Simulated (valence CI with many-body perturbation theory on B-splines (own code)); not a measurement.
**Xe²⁺: configurations and terms from energies and g**

Method: relativistic CI+MBPT: six valence electrons over a frozen Dirac-Fock core [Kr] 4d10, a basis of 9 s, 9 p, 8 d, 6 f, 3 g, 1 h functions for each j, with the one-electron correlation potential Σ1 (screened to all orders), the two-electron term Σ2, the three-electron term Σ3, Breit, model QED; selected single and double excitations, second order for the rest, scaled by the run's own slope (own B-spline code, finite nucleus).

Against 29 measured levels this calculation errs by 195 cm⁻¹ on average and by 442 at most. These come from a selection out of Saloman, J. Phys. Chem. Ref. Data 33, 765 (2004). Levels without a partner in it may be off by more. Among the levels kept, up to 1200 cm⁻¹ of a level comes from second order outside the variational space, and about a tenth of that is noise between levels of different J, which matters for small intervals.

```json
{"No.": "1", "J": "2", "Parity": "even", "E (cm⁻¹)": "0.0", "g": "1.442"}
{"No.": "3", "J": "1", "Parity": "even", "E (cm⁻¹)": "9760", "g": "1.501"}
{"No.": "4", "J": "2", "Parity": "even", "E (cm⁻¹)": "17078", "g": "1.059"}
{"No.": "9", "J": "3", "Parity": "odd", "E (cm⁻¹)": "111278", "g": "1.449"}
{"No.": "10", "J": "2", "Parity": "odd", "E (cm⁻¹)": "111521", "g": "1.418"}
{"No.": "11", "J": "4", "Parity": "odd", "E (cm⁻¹)": "111910", "g": "1.469"}
{"No.": "12", "J": "1", "Parity": "odd", "E (cm⁻¹)": "112115", "g": "1.484"}
{"No.": "17", "J": "2", "Parity": "odd", "E (cm⁻¹)": "121359", "g": "1.921"}
{"No.": "18", "J": "1", "Parity": "odd", "E (cm⁻¹)": "121673", "g": "0.585"}
```

Energies count from the lowest level. Strongly mixed levels and levels close to another of their J and parity, and those with J = 0 are left out, so the numbers can have gaps.

Q: Give configuration and LS term of each level.

A: 1: 5s2.5p4 3P; 3: 5s2.5p4 3P; 4: 5s2.5p4 1D; 9: 5s2.5p3.5d 5D°; 10: 5s2.5p3.5d 5D°; 11: 5s2.5p3.5d 5D°; 12: 5s2.5p3.5d 5D°; 17: 5s2.5p3.6s 5S°; 18: 5s2.5p3.5d 3D°.
